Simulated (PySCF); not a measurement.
**Ionisation energy of Sm⁵⁹⁺ by level of theory**

Sm⁵⁹⁺ [He] 2s1 [2s1/2^1, M_J = 1/2] → Sm⁶⁰⁺ 1s2, as a difference of total energies. Calculation: PySCF 2.14, in an uncontracted even-tempered set (17 s from 41 bohr⁻², ratio 2.4; 13 p from 53 bohr⁻², ratio 2.4; 5 d from 160 bohr⁻², ratio 2.6; 4 f from 250 bohr⁻², ratio 2.6); the two-component X2C-1e Hamiltonian. Correlated levels: nothing frozen; the 32 highest virtual spinors dropped. "Screened" scales the spin-orbit matrix elements by Boettger's factors to mimic the two-electron term; Breit and QED terms are absent.

```csv
method,ionisation energy (eV)
GHF (screened spin-orbit),13276.8
GMP2 (screened spin-orbit),13277.0
```

For this ion Breit and QED terms and the two-electron picture change, all absent here, outweigh the correlation shift from GHF to GMP2.

For comparison: 13262.85 ± 0.09 eV (theoretical estimate listed by NIST; NIST Atomic Spectra Database, ionization energies).
